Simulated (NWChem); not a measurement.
Molecule: CH2BrF; SMILES FCBr

```xyz
5

F      0.3954     1.9552     0.0000
C     -0.6073     1.0635     0.0000
Br     0.0718    -0.7520     0.0000
H     -1.2142     1.1710     0.9096
H     -1.2142     1.1710    -0.9096
```
Atoms are numbered in this order, from 1.

Program: NWChem. All runs use the structure optimised with PBE0/def2-SVP. Ions are spin-unrestricted doublets at the neutral geometry; other ion states weren't tried.

Q: Estimate the computed values for PBE/def2-SVP. Quantities: vertical ionisation energy, ΔSCF (eV); −ε(HOMO) (eV).

A: 
```yaml
vertical ionisation energy, ΔSCF (eV): 10.55
"−ε(HOMO) (eV)": 6.67
```
